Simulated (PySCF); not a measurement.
Molecular orbitals of SrCl

PBE0 at R = 2.565 Å; PySCF, spin-free X2C with a Gaussian nucleus, basis sets Sr x2c-TZVPall, Cl x2c-TZVPall. State: ²Σ⁺ (doublet), unpaired electrons σ ↑. Only the outer orbitals are listed, counted within each symmetry.

| spin | orbital | occ. | ε (eV) | on Sr (%) | main shells (%) |
| --- | --- | --- | --- | --- | --- |
| α | 11σ | 1 | -24.99 | 94 | 94 Sr p |
| α | 5π | 1 | -24.92 | 100 | 100 Sr p |
| α | 5π | 1 | -24.92 | 100 | 100 Sr p |
| α | 12σ | 1 | -20.53 | 7 | 94 Cl s |
| α | 13σ | 1 | -8.29 | 10 | 89 Cl p |
| α | 6π | 1 | -7.81 | 6 | 94 Cl p |
| α | 6π | 1 | -7.81 | 6 | 94 Cl p |
| α | 14σ | 1 | -4.16 | 99 | 82 Sr s, 12 Sr p |
| α | 7π | 0 | -1.28 | 100 | 74 Sr p, 26 Sr d |
| α | 7π | 0 | -1.28 | 100 | 74 Sr p, 26 Sr d |
| α | 15σ | 0 | -1.03 | 99 | 49 Sr d, 48 Sr p |
| β | 11σ | 1 | -24.88 | 94 | 94 Sr p |
| β | 5π | 1 | -24.81 | 100 | 100 Sr p |
| β | 5π | 1 | -24.81 | 100 | 100 Sr p |
| β | 12σ | 1 | -20.50 | 7 | 93 Cl s |
| β | 13σ | 1 | -8.23 | 10 | 89 Cl p |
| β | 6π | 1 | -7.81 | 5 | 94 Cl p |
| β | 6π | 1 | -7.81 | 5 | 94 Cl p |
| β | 14σ | 0 | -2.11 | 99 | 88 Sr s |
| β | 15σ | 0 | -0.32 | 98 | 54 Sr p, 44 Sr d |
| β | 7π | 0 | -0.31 | 100 | 70 Sr p, 30 Sr d |

Question: Which are the highest filled and the lowest empty level, where do they sit, and how wide is the gap?

Answer: Highest filled α 14σ at -4.16 eV (in %: 82 Sr s, 12 Sr p); lowest empty β 14σ at -2.11 eV (in %: 88 Sr s); the gap at PBE0 is 2.05 eV.

The bond order (Mayer) is 0.79 and the ⟨S²⟩ is 0.750. The charge on Sr (Mulliken, basis-dependent) is 0.58 and the charge on Sr (Löwdin, basis-dependent) is 0.22. The dipole moment (positive dipole means Sr(−)Cl(+)) is -4.53 D. The polarisability along the bond is 156.4 bohr³ and the polarisability across the bond is 199.2 bohr³.

Spin–orbit coupling is left out. The state was picked by a PBE0 search and need not be the measured ground state.
